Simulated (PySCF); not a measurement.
Several species in one continuum solvent.

All values: PBE0/pcSseg-1 (PySCF, non-relativistic), each on one gas-phase PBE0-D3(BJ)/def2-SVP geometry that isn't relaxed in the solvent. The solvent is an IEF-PCM continuum (Bondi radii, 1.10 Å for H, scaled by 1.2). Specific hydrogen bonds and non-electrostatic terms are outside this model.

**Question.** Order them by E(solvent) − E(gas) in methanol (ε = 32.61), most negative first (kJ/mol).
A. `[BH3-:1][P@H+:2]([CH3:3])[C:4]([F:5])=[C:6]([F:7])[F:8]` with B1–P2–C4–F5 74°
B. `[NH2:1][SiH2:2][NH:3][CH2:4][C:5]([F:6])([F:7])[F:8]` with H–N1–Si2–N3 -146° and 60°, N1–Si2–N3–C4 -153°, Si2–N3–C4–C5 -86°
C. `[F:1][B:2]([F:3])[SiH2:4][N:5]1[CH2:6][CH2:7][CH2:8][CH2:9]1` with F1–B2–Si4–N5 -1°, B2–Si4–N5–C6 2°, Si4–N5–C6–C7 -169°, N5–C6–C7–C8 -32°, C6–C7–C8–C9 39°, C7–C8–C9–N5 -32°

**Answer.** A (-30.5), B (-22.7), C (-8.7).

```csv
SMILES,charge,ΔE (kJ/mol),polarisation term (kJ/mol),HOMO shift (eV),dipole gas (D),dipole solvent (D),atoms
[BH3-][P@H+](C)C(F)=C(F)F,0,-30.5,-37.7,+0.25,4.41,5.83,15
N[SiH2]NCC(F)(F)F,0,-22.7,-24.7,+0.14,2.93,3.41,15
FB(F)[SiH2]N1CCCC1,0,-8.7,-9.2,+0.15,2.12,2.48,19
```

The polarisation term is half the interaction of the solute with the induced surface charges.
